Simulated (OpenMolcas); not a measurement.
**Be+: effect of the IPEA shift**

```json
{
 "Program": "OpenMolcas",
 "Basis": "ANO-RCC-VQZP [5s4p3d2f1g]",
 "Scalar Hamiltonian": "DKH2, point nucleus",
 "Active space": "1 electron in 4 orbitals (2s 2p)",
 "State averaging": "2S+1 = 2 even, 1 root; 2S+1 = 2 odd, 3 roots",
 "Spin-orbit coupling": "RASSI with atomic mean-field integrals over the reference wave functions, term energies averaged over their components"
}
```

Methods on the same reference wave functions:
A. CASSCF
B. SS-CASPT2, IPEA 0.25 Eh, imaginary shift 0.1 Eh (closed shells correlated: 1s)
C. SS-CASPT2, IPEA 0.5 Eh, imaginary shift 0.1 Eh (closed shells correlated: 1s)

Energies in cm-1 above 2s 2S 1/2, the measured ground level; measured values from NIST Handbook of Basic Atomic Spectroscopic Data.

```csv
Level,A,B,C,Measured
2s 2S 1/2,0.0,0.0,0.0,0.0
2p 2P* 1/2,32399,32228,32228,31929
2p 2P* 3/2,32404,32233,32233,31935
```

Deviations, from unrounded energies. A percentage is the sum of absolute deviations over the sum of measured energies, with the sign that they share, or ± where signs differ.

```tsv
Against measurement	Levels	A	B	C
mean absolute deviation (cm-1)	2	470	300	300
other configurations (%)	2	+1.5	+0.9	+0.9
```

B, C lie about equally close to measurement and A furthest from it. The largest miss of B in the table is 2p 2P* 1/2, by +300 cm-1. The ranking rests on the paired levels alone, and a cruder setting can come out closer through cancelling errors.

Between B and C no level of the table moves by more than 5 cm-1.

The lowest spin-free term lies below A's lowest term by 0.039 hartree in B, 0.039 hartree in C.

ANO sets are built for ground and valence states and can reach diffuse excited orbitals poorly. With one active electron the reference holds no correlation, so core polarisation is missing (holds for A). With one active electron, CASPT2 adds the correlation within the correlated inactive shells and between them and that electron, and leaves the splitting within a term as the reference gives it (holds for B; C). Measured partners are found by configuration, term and J. A level has none where our copy of the source lacks it or the pairing is in doubt (some pairs that miss far off the trend of their configuration count as doubtful), and it then counts in no deviation. Levels of configurations outside the active space are missing.

* marks odd parity.
